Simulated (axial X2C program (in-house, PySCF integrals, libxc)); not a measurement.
CdB⁺: cheaper levels and CCSD(T), two-component

Calculated with an axial X2C code built on PySCF integrals. Two-component (2c) means X2C with spin–orbit coupling and atomic mean-field two-electron Coulomb and Gaunt terms. Basis: Cd dyall-cv3z [12s12p8d5f3g], B dyall-v3z [7s6p2d1f] (cores contracted in-house); Gaussian nuclei, density fitting, unrestricted open shells. Masses: Cd 113.903 u, B 11.009 u.

State: Ω = 0 (closed shell); fragments Cd + B+ for PBE0, MP2, CCSD, PW91, CCSD(T); Cd+ + B for HF.

```csv
level,Re (Å),ωe (cm⁻¹),De (eV)
PBE0,2.508,304.9,2.08
HF,2.628,280.6,0.663
MP2,2.500,303.7,1.52
CCSD,2.527,308.4,1.58
PW91,2.498,294.9,2.23
```

Correlated methods: 14 electrons correlated (number of frozen shells: Cd 4 s, 3 p, 1 d; B 1 s), 254 virtual spin orbitals or spinors in MP2, 90 natural virtuals in coupled cluster.

CCSD(T), same Hamiltonian and basis:

Re = 2.515 Å, ωe = 312.8 cm⁻¹; T1 = 0.021 (Lee–Taylor normalisation).

Q: Give the differences from CCSD(T) in the columns below.

A: 

```tsv
level	ΔRe (Å)	Δωe (cm⁻¹)
PBE0	-0.007	-8
HF	0.113	-32
MP2	-0.015	-9
CCSD	0.012	-4
PW91	-0.017	-18
```

One determinant describes the state; a PBE0 search over occupations chose it and may have missed a lower one. Closed shells are restricted here (equal orbitals for both partners); the stretched side of such a curve lies too high. De is counted from the lowest determinant-based energies of the atoms at the same level, without counterpoise correction. De is not given where an atomic determinant may have missed its ground term or J level, or where the truncated virtual space spoils (T). Coupled cluster ran in a truncated set of natural virtual spinors; the MP2 energy of the rest was added. (T) has no such correction and the atoms are truncated less, which lowers De at CCSD(T) by a hundredth of an eV or more.
